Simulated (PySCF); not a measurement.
Compound: C₇H₁₀NP.
Z-matrix (Å and degrees, PBE0-D3(BJ)/def2-SVP geometry), rows numbered from 1:
```
C 
C   1  1.5261
C   2  1.4931  1  112.07
P   3  1.6665  2  133.69  1  -130.58
N   4  1.7526  3  104.55  2    -5.73
C   5  1.3799  4  122.87  3   137.60
C   6  1.3743  5  108.64  4   174.63
C   7  1.4248  6  107.17  5    -0.97
C   8  1.3745  7  107.31  6     0.41
H   1  1.1012  2  111.53  3   -60.42
H   1  1.1003  2  110.76  3   179.52
H   1  1.1005  2  110.93  3    59.70
H   2  1.1005  1  110.44  3  -123.19
H   2  1.1065  1  109.04  3   120.52
H   3  1.1014  2  115.33  1    47.76
H   6  1.0886  5  120.63  4    -6.10
H   7  1.0885  6  125.84  5   179.13
H   8  1.0887  7  126.93  6  -178.88
H   9  1.0874  5  120.77  4     4.12
```

Lines to be assigned: C 1s: 289.65 (area 2), 290.12 (area 1), 290.41 (area 2), 290.72 (area 1), 290.89 (area 1) eV; N 1s: 405.45 eV; P 1s: 2150.26 eV; P 2p3/2: 136.64 eV.

Method used: PySCF 2.14.0, delta-SCF UKS SCAN, pcX-2 on the ionised atom, pcseg-1 elsewhere, spin-free X2C. Geometry: PBE0-D3(BJ)/def2-SVP, one conformer, isolated molecule.

**Question.** Assign the C 1s lines to atoms.

**Answer.** 289.65 eV: C7/C8 (aromatic CH carbon); 290.12 eV: C3 (carbon bonded to C, P and H); 290.41 eV: C6/C9 (aromatic CH next to a ring nitrogen); 290.72 eV: C1 (methyl carbon); 290.89 eV: C2 (chain CH2 carbon). Lowest listed C 1s: C7/C8, bonded to 2 C (aromatic in the SMILES) and H. Highest, 1.24 eV above it: C2, bonded to 2 C and 2 H. Summing the Pauling electronegativity differences to the bonded atoms, each weighted by its formal bond order, gives -0.35 for the lowest site and -0.70 for the highest; the largest sum, +0.39, belongs to C6/C9, 0.48 eV below the top. The smallest sum, -1.07, belongs to C3, 0.47 eV above the lowest.

Bonded neighbours of each site: C1: C and 3 H; C2: 2 C and 2 H; C3: C, H and P (double bond); P4: N and C (double bond); N5: 2 C (aromatic in the SMILES) and P; C6/C9: N (aromatic in the SMILES), C (aromatic in the SMILES) and H; C7/C8: 2 C (aromatic in the SMILES) and H.

**Question.** Which photon energy gives electrons from C 1s of C6/C9 a kinetic energy of 20 eV, and what is their de Broglie wavelength?

**Answer.** hν = 290.41 + 20 = 310.41 eV, recoil neglected; λ = 12.264 Å/√(E/eV) = 2.74 Å.

Topologically equivalent atoms share the value of their first member; where this conformer doesn't relate them by symmetry, their own values could differ. 2p3/2 and 2p1/2 are the ΔSCF energy of one spin-free 2p hole plus the eigenvalues of a spin–orbit and ligand-field matrix of the shell. 2p1/2 minus 2p3/2 (ligand field included): P 0.90 eV.

Hardware: one thread, Intel Xeon 6975P-C (x86_64), no GPU, on a shared host. Cost: 2.0 min of wall time, 0.65 GiB resident at most.
